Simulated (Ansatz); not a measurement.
Isolated molecules relaxed with PBE0-D4/def2-TZVP in Ansatz; ΔE leaves out vibrations. CCSD(T)/CBS adds triple-zeta CCSD(T) − MP2 to the extrapolated MP2 energy (def2 sets, frozen cores). This one scheme is used for every species. DFT in def2-TZVPP. One conformer a species, not always the lowest.

Consider the ligand exchange at a B–S bond: `C#CSB[SiH2]C` + `[NH2][AlH2]` → `C[SiH2]B[NH][AlH2]` + `C#CS`.

`C#CSB[SiH2]C`:

Cartesian coordinates in Å:
```
C -0.435 1.847 0.817
C -1.285 1.112 1.359
S -1.472 -0.389 1.973
B 0.309 0.308 1.363
Si 0.929 -0.676 -0.286
C -0.420 -0.842 -1.582
H -0.021 2.723 0.368
H 0.964 0.527 2.338
H 1.433 -2.031 0.088
H 2.091 0.051 -0.884
H -1.272 -1.400 -1.188
H -0.045 -1.369 -2.462
H -0.778 0.139 -1.902
```

`[NH2][AlH2]`:

Cartesian coordinates in Å:
```
N -0.641 -0.682 -0.067
Al 0.566 0.602 0.059
H -1.535 -0.679 0.396
H -0.533 -1.522 -0.611
H 0.222 1.855 0.964
H 1.921 0.426 -0.742
```

`C[SiH2]B[NH][AlH2]`:

```xyz
14

C    -0.604   -0.422    1.915
Si    1.048   -0.475    1.018
B     1.248    0.005   -0.938
N     0.299    0.446   -1.879
Al   -1.469    0.783   -1.752
H    -1.030    0.584    1.915
H    -1.334   -1.090    1.453
H    -0.468   -0.733    2.953
H     1.606   -1.857    1.149
H     2.007    0.412    1.749
H     2.386   -0.122   -1.321
H     0.693    0.610   -2.798
H    -2.216    0.581   -0.381
H    -2.166    1.278   -3.083
```

`C#CS`:

```xyz
5

C    -0.521    1.125    0.164
C     0.037    0.059    0.200
S     0.848   -1.400    0.386
H    -1.018    2.065    0.119
H     0.654   -1.849   -0.868
```

CCSD(T)/CBS gives -40.1 kJ/mol.

Question: Another level gave -58.6 kJ/mol. Which?
A. ωB97M-V/def2-TZVPP
B. SCS-MP2/def2-TZVPP
C. MP2/def2-TZVPP
D. CCSD/def2-TZVPP

Answer: D. CCSD/def2-TZVPP -58.6, ωB97M-V -43.4, SCS-MP2/def2-TZVPP -39.1, MP2/def2-TZVPP -16.3 kJ/mol.

Largest T1 diagnostic among the species: 0.013.

The D4 term adds +8.5 kJ/mol with B3LYP and +4.3 kJ/mol with PBE0; it sums over pairs of atoms, weighted by their polarisabilities, and B3LYP, whose exchange is more repulsive, gets the larger term. In def2-TZVPP, CCSD(T) changes the Hartree–Fock value by +73.1 kJ/mol (the triples alone add +15.3 kJ/mol) and MP2 by +100.0 kJ/mol. From PBE to PBE0 (25 % exact exchange), in def2-TZVPP and without D4, ΔE moves by −7.2 kJ/mol.

B3LYP here is the variant with VWN-RPA as its local correlation; programs differ in this.
